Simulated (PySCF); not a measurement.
Ionisation energy of Os by level of theory

Os [Xe] 4f14 5d6 6s2 (5D) → Os⁺ [Xe] 4f14 5d6 6s1 (6D), as a difference of total energies. Calculation: PySCF 2.14, in x2c-TZVPPall with one added diffuse shell each of s, p, d, f type (12s8p8d4f1g, 113 functions); the spin-free X2C one-electron Hamiltonian (Gaussian nucleus). Correlated levels: valence: [Xe] 4f14 frozen. The calculations carry no spin-orbit coupling.

```
           method  ionisation energy (eV)  plus first-order spin-orbit estimate  error of that sum (eV)
              UHF                   6.549                                 6.543                  -1.895
              LDA                   8.878                                 8.872                  +0.434
              PBE                   8.440                                 8.433                  -0.005
             PBE0                   8.155                                 8.149                  -0.289
           r2SCAN                   8.203                                 8.197                  -0.241
    MP2 (valence)                   8.043                                 8.036                  -0.402
SCS-MP2 (valence)                   8.256                                 8.250                  -0.188
```

Reference: 8.438 eV (measured; NIST Atomic Spectra Database, ionization energies).

A first-order spin-orbit estimate (lowest level to lowest level, LS coupling) adds -0.006 eV.

Errors of the correlated levels include the incompleteness of this basis and the frozen core.

MP2 underrates the near-degeneracy of ns² with np² in the lower species.
